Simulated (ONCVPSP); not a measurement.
# Potentials for tantalum compared

Generated with ld1.x 7.5 (TM, RRKJ, ultrasoft, PAW), atompaw 4.2 or ONCVPSP 4.0.1. The cutoff is in Ry: for ld1.x and atompaw files where the sum of valence levels is converged to 10 mRy in a Bessel basis, for ONCV files where the hardest occupied wave has 1 mHa per electron of residual kinetic energy. The error is the largest all-electron minus pseudo excitation energy over each file’s own four to seven test configurations (ionisations up to +4, promotions, holes and added fractions of an electron), all of which were solved. The labels leave out finer settings (local radius, basis sizes, second energies), which also bear on the numbers. Spin-polarised tests are not counted. The rows are a selection from randomly drawn settings: files with unsolved tests, undetermined cutoffs or missed reference levels are left out.

A true bound ghost makes a file unfit for plane-wave use even where its test errors are small: the radial tests pick states by their node count and pass the ghost by.

```csv
potential,cutoff (Ry),largest error (meV),bound ghosts
"ONCV, BLYP, scalar-relativistic, rc 1.95/1.65/1.65 (spd), local smoothed, core correction no, reference 5s2 5p6 5d3 6s2, qcut 8/7/9.5, projectors 2/2/1",42,+7.3,none
"ONCV, PBE, scalar-relativistic, rc 2.05/1.50/2.20 (spd), local smoothed, core correction yes, reference 5s2 5p6 5d3 6s1.5, qcut 4.4/6/5.7, projectors 2/2/2",39,-17,none
```

(1) Fill in the row for Ta: ONCV, PBE, scalar-relativistic, rc 1.40/2.05/1.95/0.55 (spdf), local smoothed, core correction no, reference 4f14 5s2 5p6 5d3 6s1.5 6p0.5, qcut 7.3/5.7/4.4/19.2, projectors 2/2/2/3.

(2) Fill in the row for Ta: ONCV, LDA (Perdew-Zunger), scalar-relativistic, rc 1.75/2.15/1.65 (spd), local smoothed, core correction no, reference 5s2 5p6 5d3 6s2, qcut 7.1/6.8/6.3, projectors 2/1/2.

(3) Fill in the row for Ta: ONCV, PBE, scalar-relativistic, rc 1.95/2.05/1.75/0.55 (spdf), local smoothed, core correction yes, reference 4f13.5 5s2 5p6 5d3.5 6s2, qcut 7.8/5.6/5.2/21, projectors 2/2/1/3.

Results:

(1) cutoff 1766 Ry, largest error -8.6 meV, bound ghosts: s, p, d, f.

(2) cutoff 36 Ry, largest error -8.2 meV, bound ghosts: none.

(3) cutoff 1364 Ry, largest error -152 meV, bound ghosts: s, p, d, f.
